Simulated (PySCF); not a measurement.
TiCl3, SMILES [Cl][Ti+]([Cl])[Cl], charge +1, multiplicity 1.

Geometry optimised at PBE0-D3(BJ)/def2-SVP. The multiplicity is an assumed one; other spin states were not compared. The isomer is the one that the SMILES or the coordinates give; other isomers of the formula were not compared.

All values below come from TDA-M06-2X/def2-SVPD (PySCF).

Vertical excitations; the highest root listed may be one member of a degenerate set.  State labels are in the subgroup Cs.

Computed excitation energies, oscillator strengths and character:
```tsv
state	symmetry	energy (eV)	λ (nm)	f	main pairs
S1	A"	3.69	336	0.000	HOMO→LUMO 97 %
S2	A'	3.94	314	0.001	HOMO→LUMO+2 (degenerate set)
S3	A"	3.94	314	0.001	HOMO→LUMO+1 (degenerate set)
S4	A'	4.17	297	0.009	HOMO−1→LUMO (degenerate set)
S5	A"	4.17	297	0.009	HOMO−2→LUMO (degenerate set)
S6	A"	4.50	275	0.000	HOMO−2→LUMO+1 45 %, HOMO−1→LUMO+2 45 %
S7	A'	4.60	269	0.006	HOMO−2→LUMO+2, HOMO−1→LUMO+1, HOMO−7→LUMO, HOMO→LUMO+4 (degenerate set)
S8	A"	4.60	269	0.006	HOMO−2→LUMO+1, HOMO−1→LUMO+2, HOMO−8→LUMO, HOMO→LUMO+3 (degenerate set)
S9	A'	4.62	268	0.016	HOMO−1→LUMO+1 46 %, HOMO−2→LUMO+2 43 %
S10	A'	4.75	261	0.002	HOMO−5→LUMO 72 %
T1	A"	3.63	341	0	HOMO→LUMO 95 %
T2	A'	3.77	328	0	HOMO−2→LUMO+2 31 %, HOMO−1→LUMO+1 30 %, HOMO−4→LUMO+2 11 %, HOMO−5→LUMO+1 11 %
T3	A'	3.78	328	0	HOMO→LUMO+2 (degenerate set)
T4	A"	3.78	328	0	HOMO→LUMO+1 (degenerate set)
```
Triplets are in the Tamm–Dancoff approximation.
